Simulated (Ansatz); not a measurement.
Computed with Ansatz on PBE0-D4/def2-TZVP structures; ΔE is electronic, products minus reactants. CBS: MP2 limit from def2 TZ/QZ plus the TZ coupled-cluster correction, frozen cores. This one scheme is used for every species. Functionals use def2-TZVPP. For Ge outer-core shells are correlated without core-valence functions, which leaves a few kJ/mol of doubt a bond. Scalar relativity is left out up to krypton. Each species was taken in one conformer, which may not be the lowest.

`F[Si](F)(Cl)[S][GeH2][Cl]` + H₂ → `[Cl][GeH3]` + `F[Si](F)(S)Cl`  (hydrogenolysis of a Ge–S bond)

| level | ΔE (eV) |
| --- | --- |
| PBE-D4 | 0.43 |
| r2SCAN-D4 | 0.40 |
| PBE0-D4 | 0.39 |
| r2SCAN | 0.37 |

(1) What does CCSD(T)/CBS give? (Estimate.)

Largest T1 diagnostic among the species: 0.011.

Results:

(1) Computed: +0.38 eV. The listed levels differ from it by 0.05, 0.02, 0.01, -0.01 eV.

In def2-TZVPP, CCSD(T) changes the Hartree–Fock value by +0.28 eV (the triples alone add +0.07 eV) and MP2 by +0.40 eV. The D4 term adds +0.22 eV with B3LYP and +0.13 eV with PBE0; it sums over pairs of atoms, weighted by their polarisabilities, and B3LYP, whose exchange is more repulsive, gets the larger term.

B3LYP here is the variant with VWN-RPA as its local correlation; programs differ in this.
